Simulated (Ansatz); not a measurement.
Cost and result up the ladder for H₄Au₃ (7 atoms). Charge 0, multiplicity 2. Geometry: PBE-D4/def2-TZVP.

Cartesian coordinates in Å:
```
Au -0.240 0.668 -0.671
Au 0.215 -1.943 -0.071
Au 0.431 -0.025 1.802
H 0.543 -3.414 0.435
H -1.103 1.805 -2.000
H 0.520 1.205 2.804
H -0.366 1.704 -2.299
```

Ansatz on 4 threads of Arm Neoverse V2 on a shared host. Times are rough, and most runs start from the orbitals of an earlier one. PBE0-D4/def2-TZVP serves as the yardstick here, not as an exact answer. Differences are given only for rows in sets of like size (and for xTB, whose basis is part of the method), since another set adds its own error. Binding counts from free atoms at the same level (Au doublet, H doublet; other spins of the atoms weren't run), without zero-point energy or a counterpoise term.

In the def2 sets Au takes a core potential; there is no spin–orbit coupling. Correlated methods freeze no core orbitals; core or outer-core shells of Au are correlated, in sets that lack core-valence functions. The rows differ in basis, and correlated rows in double-zeta sets carry the largest basis error. In the doublet, H5 and H7 lie 0.80 Å apart (atoms count from 1), so H2 has formed as a molecule. No other spin state of charge 0 was run. Another isomer (doublet) lies 0.06 eV lower at PBE0-D4/def2-TZVP; other spin states weren't run for this one.

Correlated methods converge slowly with the basis, most of all in double-zeta sets.

```
                         level  functions  wall time  binding energy per atom (eV)  difference from PBE0-D4/def2-TZVP (eV)
         LDA (SPW92)/def2-TZVP        144      1.4 s                          2.35                                    0.51
PBE-D4/def2-TZVP (with forces)        144      3.1 s                          1.95                                    0.11
             PBE0-D4/def2-TZVP        144        5 s                          1.84                                    0.00
           r2SCAN-D4/def2-TZVP        144        6 s                          2.00                                    0.16
              CCSD(T)/def2-SVP        116    2.8 min                          1.77                                       –
```
